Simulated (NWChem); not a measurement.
Molecule: SiNH4OF; SMILES O[Si@H](F)N

```xyz
8

N     -0.5287    -1.4700    -0.2833
Si    -0.0818     0.0277     0.3716
O     -0.9605     1.1870    -0.4105
F      1.4790     0.4422     0.1391
H     -0.6865    -1.6051    -1.2743
H     -0.4130    -2.3391     0.2210
H     -0.2521    -0.0161     1.8426
H     -0.5339     2.0442    -0.4992
```
Atoms are numbered in this order, from 1.

Computed with NWChem. Coordinates come from a PBE0/def2-SVP optimisation. Isotropic polarisability at PBE0/def2-SVPD. A Cauchy series cut after its second term is a line in ω².

| row | ω² (10⁻³ Ha²) | α (bohr³) |
|---|---|---|
| static | 0.00 | 37.79 |
| 1065 nm | 1.83 | withheld |
| 589 nm | 5.98 | 38.69 |
| 400 nm | 12.97 | 39.83 |

Question: Fit a straight line of the last column on the one before it, predict the withheld value, and compare with the run.

Answer: 
1. Means of the 3 shown rows: x = 6.317, y = 38.770. Slope Σ(x − x̄)(y − ȳ)/Σ(x − x̄)² = 13.27/84.28 = 0.1574; intercept 37.776.
2. The shown rows scatter about the line by 0.019 (root mean square); the largest residual is -0.03, at 589 nm.
3. At x = 1.83 (1065 nm; inside the shown range) the line gives 38.06.
4. The run gives 38.06, 0.00 from the line. The intercept estimates α(0), and the slope, 157 bohr³/Ha², the next Cauchy moment.
